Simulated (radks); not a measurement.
Results of a calculation; reference values are marked as such.
Ionisation of the scandium ion Sc2+, [Ar] 3d1, to Sc3+, [Ar], under several functionals. Non-relativistic Kohn-Sham, spin-polarised, spherical densities, point nucleus; open shells are filled with parallel spins first; a radial shooting solver on a logarithmic mesh with Libxc functionals.

| functional | E(Sc2+) (hartree) | Exc (hartree) | IE (eV) | -e(HOMO) (eV) | <r> HOMO (bohr) | IE error (eV) |
|---|---|---|---|---|---|---|
| LDA (Slater exchange, VWN5 correlation) | -757.95587 | -36.58609 | 25.453 | 18.619 | 1.545 | +0.696 |
| Wu-Cohen GGA | -759.33897 | -38.00903 | 25.232 | 18.403 | 1.548 | +0.475 |
| MS2 meta-GGA | -759.86234 | -38.55058 | 24.459 | 17.860 | 1.574 | -0.298 |
| SOGGA | -758.64051 | -37.29194 | 25.090 | 18.281 | 1.553 | +0.333 |
| RPBE | -759.84873 | -38.52819 | 25.180 | 18.356 | 1.563 | +0.424 |
| AM05 | -758.11375 | -36.75209 | 25.171 | 18.346 | 1.544 | +0.414 |
| LDA (Slater exchange, Perdew-Wang correlation) | -757.94827 | -36.57823 | 25.445 | 18.611 | 1.546 | +0.688 |
| SCAN | -759.96060 | -38.65732 | 24.634 | 17.972 | 1.552 | -0.123 |
| TASK exchange with Perdew-Wang LDA correlation | -759.57161 | -38.27063 | 24.058 | 17.344 | 1.484 | -0.699 |
| exchange-only PBE | -758.88437 | -37.53370 | 24.241 | 17.550 | 1.600 | -0.516 |
| BP86 | -759.98159 | -38.66532 | 25.249 | 18.435 | 1.542 | +0.492 |

NIST Atomic Spectra Database: 24.757 eV (measured). Closest: SCAN. The Delta-SCF values span 1.39 eV, the total energies 2.03 hartree. The highest occupied level is 3d. Open shells are spherical and high-spin; term and fine-structure splittings are not resolved.
